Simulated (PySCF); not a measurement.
# Correlation energy of Kr⁺ (krypton, charge +1)

[Ar] 3d10 4s2 4p5, 2P determinant. Computed with PySCF 2.14 in cc-pVDZ-DK (5s4p2d, 27 functions), with the spin-free X2C one-electron Hamiltonian (Gaussian nucleus). Frozen: [Ar] 3d10; 7 electrons correlated.

MP2 pair energies summed by pair of shells (mhartree):

```
 pair  energy  share (%)
4p-4p  -63.84       68.1
4s-4p  -24.64       26.3
4s-4s   -5.21        5.6
```

Total MP2 correlation energy: -93.69 mhartree.

Same-spin part -23.99 and opposite-spin part -69.70 mhartree; SCS-MP2 scales them by 1/3 and 6/5 to -91.64 mhartree.

```csv
level,correlation energy (mhartree)
CCSD,-107.50
(T),-0.81
CCSD(T),-108.31
```

Diagnostics: T1 = 0.0045, D1 = 0.0155, largest double amplitude 0.049.

Problem. Is a single reference adequate?

Solution. Yes, within this model without spin-orbit coupling: T1 lies below 0.03 and no double amplitude reaches 0.07.
